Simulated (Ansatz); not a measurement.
## Relaxing a trial structure of C4H6BNO

The starting geometry of this gas-phase singlet was optimised with GFN2-xTB; its bonds are those of `Bc1ocnc1C`.

```xyz
13

C    -1.3328   -1.0567    0.6120
C    -1.3316   -0.5215    2.6967
C    -0.2473   -0.2398    0.9121
C     0.8247    0.2639    0.0220
B    -1.8054   -1.7087   -0.6739
N    -0.2776    0.0782    2.2351
O    -2.0098   -1.2137    1.8004
H    -1.1874   -1.5380   -1.6489
H    -2.7702   -2.3648   -0.6678
H    -1.6724   -0.4933    3.7138
H     0.3989    0.8570   -0.7850
H     1.5093    0.8780    0.5999
H     1.3697   -0.5668   -0.4220
```

Problem. Predict what it relaxes into with B3LYP-D3(BJ)/def2-SVP.

Solution. It keeps its bonds, and is `Bc1ocnc1C`.

The energy falls by 0.11 eV over 26 steps:

```
step  E − E(last) (eV)
   1             0.114
   4             0.040
   7             0.040
   9             0.040
  12             0.039
  15             0.035
  18             0.023
  20             0.018
  23             0.002
  26             0.000
```

Final geometry (Å):

```xyz
13

C    -1.2952   -1.0994    0.6156
C    -1.4076   -0.4125    2.6740
C    -0.2738   -0.1962    0.8981
C     0.8004    0.3087    0.0001
B    -1.6999   -1.8761   -0.6155
N    -0.3689    0.2220    2.2062
O    -2.0168   -1.2132    1.8082
H    -1.0481   -1.7510   -1.6209
H    -2.6559   -2.6071   -0.5950
H    -1.8185   -0.3551    3.6825
H     0.7119    1.4009   -0.1168
H     1.7879    0.1144    0.4477
H     0.7526   -0.1619   -0.9898
```

The end wasn't checked by frequencies. Run with Ansatz 0.2.0, 110 s on 2 threads of Arm Neoverse V2, with other jobs on the host.
